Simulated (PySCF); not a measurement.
Compound: C3H9ClSi2 (triplet state).
Structure used (GFN2-xTB), in Å, numbered top down from 1:
```
atom  x, y, z in Å
C1    -0.4901   -1.5974    0.6482
Si2    0.0809    0.1777    0.1902
C3     1.0071    0.0279   -1.4849
C4    -1.4513    1.2877   -0.0387
Si5    1.2895    1.2274    1.8366
Cl6    3.0645    0.2405    2.3363
H7     0.3667   -2.2356    0.8432
H8    -1.1034   -1.5909    1.5444
H9    -1.0707   -2.0593   -0.1466
H10    1.2884    1.0055   -1.8646
H11    0.4028   -0.4589   -2.2462
H12    1.9185   -0.5509   -1.3673
H13   -2.0299    1.3649    0.8746
H14   -1.1772    2.2916   -0.3417
H15   -2.1000    0.8777   -0.8055
```

The hyperfine couplings belong to this conformer and change with its torsions.

The species is `C[Si](C)(C)[Si]Cl` [triplet].

Computed with UKS B3LYP, pcH-1 on C Cl H Si, non-relativistic, mean-field spin-orbit, GIAO (PySCF 2.14.0). Isolated species at its GFN2-xTB geometry, gas phase. This triplet need not be the ground state; the singlet was not compared here. Couplings are sensitive to structure, and on GFN2-xTB geometries they can be far from those on DFT ones, by a factor of two or more for some ions and for spin on atoms past the first row. No stability test was run, so a lower SCF solution isn't excluded.

Match the computed a_iso(29Si) values -318.4, -63.9 MHz with the sites Si2; Si5.

```
site  a_iso (MHz)  ρ(0) (bohr⁻³)                 position  distance from Si5 (Å)  spin population  largest |T| (MHz)
 Si2        -63.9        +0.1441          1 bond from Si5                   2.30            +0.23               27.0
 Si5       -318.4        +0.7188  largest spin population                   0.00            +1.59               83.5
```

ρ(0) is the spin density at the nucleus and T the dipolar tensor; a_iso includes a spin–orbit part; entries for several nuclei are means. Largest spin populations (Mulliken): Si5 (+1.59), Si2 (+0.23) and Cl6 (+0.12).

Class means assume fast exchange of nuclei equivalent by connectivity; if that motion is slow, each nucleus keeps its own coupling. The nine 1H nuclei of mean +2.7 MHz run from -1.0 to 13.2 MHz in the frozen geometry. The 13C value of +10.7 MHz is a mean of couplings from -2.4 to 17.3 MHz in this one geometry, not an average over conformers.
